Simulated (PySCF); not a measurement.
revPBE on Ba⁻ (barium, charge -1), [Xe] 5d1 6s2, 2D determinant. All numbers are calculated (PySCF 2.14, scalar relativity by spin-free X2C-1e, in aug-cc-pVQZ-X2C).

```
cycle= 1 E= -8134.59997411013  delta_E= -0.00248  |g|= 0.0485  |ddm|= 3.31
cycle= 2 E= -8134.58586890005  delta_E= 0.0141  |g|= 0.0694  |ddm|= 3.14
cycle= 3 E= -8134.60585247451  delta_E= -0.02  |g|= 0.0206  |ddm|= 2.66
cycle= 4 E= -8134.60689801874  delta_E= -0.00105  |g|= 0.00352  |ddm|= 0.32
cycle= 5 E= -8134.60696624404  delta_E= -6.82e-05  |g|= 0.00331  |ddm|= 0.112
cycle= 6 E= -8134.60700400037  delta_E= -3.78e-05  |g|= 0.00218  |ddm|= 0.0768
cycle= 7 E= -8134.60702207605  delta_E= -1.81e-05  |g|= 0.000262  |ddm|= 0.0358
cycle= 8 E= -8134.60702287603  delta_E= -8e-07  |g|= 0.000245  |ddm|= 0.00813
cycle= 9 E= -8134.60702312294  delta_E= -2.47e-07  |g|= 4.81e-05  |ddm|= 0.00275
cycle= 10 E= -8134.60702312806  delta_E= -5.11e-09  |g|= 3.58e-05  |ddm|= 0.000777
cycle= 11 E= -8134.60702313222  delta_E= -4.16e-09  |g|= 8.51e-06  |ddm|= 0.000429
cycle= 12 E= -8134.60702313248  delta_E= -2.59e-10  |g|= 2.47e-07  |ddm|= 0.000142
converged SCF energy = -8134.60702313248  <S^2> = 0.85171456  2S+1 = 2.0992518
```

Highest occupied orbital energy: 1.280 eV; ⟨L²⟩ = 6.37; populations by l: s 11.94, p 24.00, d 21.06, f 0.00.

Q: Can this result be used?

A: With care. The run converged. Spin-orbit coupling, absent here, splits the open shell strongly. ⟨S²⟩ = 0.85 against 0.75 shows spin contamination. The configuration of this anion was assumed by filling the next shell in order. It is not the known or likely ground configuration (Ca⁻, Sr⁻ and Ba⁻, for instance, bind a p electron), so these values are not the electron affinity of the element. At revPBE the highest occupied level has a positive energy, so only the finite basis holds that electron.
